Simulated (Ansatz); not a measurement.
Task: Name a neutral molecule of C, Ge, O, S and H with size of the dipole moment (PBE/def2-TZVPP) between 0.60 and 0.90 D and HOMO–LUMO gap (B3LYP/def2-TZVPP) between 5.90 and 6.20 eV (Ansatz, PBE0-D4/def2-TZVP geometry).

Result: `O/C(S)=[CH]\[GeH3]` (0.84 D, 6.03 eV); `[OH][GeH]1[CH2]S[CH2]1` (0.72 D, 6.10 eV). Other molecules can fit too; these were computed, each in one conformer that needn't be the lowest.

B3LYP here is the variant with VWN-RPA as its local correlation; programs differ in this.
